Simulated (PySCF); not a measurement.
## Computed beside measured shifts: C9H12O3S

System: C9H12O3S (measured compound), SMILES CCOS(=O)(=O)c1ccc(C)cc1.

Atom-mapped SMILES (hydrogens are numbered by the atom that bears them): [CH3:1][CH2:2][O:3][S:4](=[O:5])(=[O:6])[c:7]1[cH:8][cH:9][c:10]([CH3:11])[cH:12][cH:13]1

Level of theory: GIAO PBE0/pcSseg-2, gas phase, PySCF SCF with an in-house response code, fitting set def2-universal-JFIT up to Ne and JKFIT beyond, grid level 2, non-relativistic, geometry: PBE0-D3(BJ)/def2-SVP.

One optimised conformer. Values are averaged over the atoms that symmetry or fast rotation interchanges, on this one geometry and without vibrational averaging. Shifts are the reference shielding less the shielding here, at the same level (13C, 1H against isolated TMS; 17O against isolated H2O; 33S against isolated CS2); nuclei without a reference have shieldings only.

Task: What shifts does this level give for C2, C1, H on 2, H on 1, and how do they compare with measurement?

Result: 
```json
{"atom": "C2", "nucleus": "13C", "computed / ppm": "65.6", "measured / ppm": "66.9", "computed less measured": "-1.3", "measured against": "TMS", "medium of the measurement": "not stated per compound (mostly CDCl3 or CCl4)"}
{"atom": "C1", "nucleus": "13C", "computed / ppm": "16.0", "measured / ppm": "14.7", "computed less measured": "1.3", "measured against": "TMS", "medium of the measurement": "not stated per compound (mostly CDCl3 or CCl4)"}
{"atom": "H on 2", "nucleus": "1H", "computed / ppm": "3.62", "measured / ppm": "4.07", "computed less measured": "-0.45", "measured against": "TMS", "medium of the measurement": "not stated per compound (mostly CDCl3 or CCl4)"}
{"atom": "H on 1", "nucleus": "1H", "computed / ppm": "1.11", "measured / ppm": "1.3", "computed less measured": "-0.19", "measured against": "TMS", "medium of the measurement": "not stated per compound (mostly CDCl3 or CCl4)"}
```

Measured values: Pretsch, Buehlmann, Badertscher, Structure Determination of Organic Compounds, 4th ed..
